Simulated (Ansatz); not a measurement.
Total energies of Re₄ (the lowest singlet isomer of a short search) from Ansatz at PBE-D4/def2-TZVP, gas phase (1 Eh = 27.2114 eV = 2625.5 kJ/mol). The reference geometry is relaxed at PBE-D4/def2-SVP.

Cartesian coordinates in Å:
```
Re 1.1336 1.0542 0.4095
Re 1.0944 -1.1687 -0.0212
Re -1.0944 1.1687 0.0212
Re -1.1336 -1.0542 -0.4096
```

```json
{"state": "charge 0 singlet", "geometry": "reference", "energy (Eh)": "-313.31040"}
{"state": "charge 0 triplet", "geometry": "relaxed at PBE-D4/def2-SVP", "energy (Eh)": "-313.29851"}
{"state": "charge 0 quintet", "geometry": "relaxed at PBE-D4/def2-SVP", "energy (Eh)": "-313.28981"}
```

In the def2 sets Re takes a core potential; there is no spin–orbit coupling.

Problem. Which of the charge 0 states is lowest, and how far above it are the others?

Solution. The singlet. triplet: -313.29851 − (-313.31040) = 0.01189 Eh = 31.2 kJ/mol; quintet: -313.28981 − (-313.31040) = 0.02059 Eh = 54.1 kJ/mol.

The restricted singlet is unstable towards broken spin symmetry in Hartree–Fock (as tested in another run); at PBE-D4/def2-TZVP this wasn't settled.

The structure comes from a short search, and lower isomers may exist.
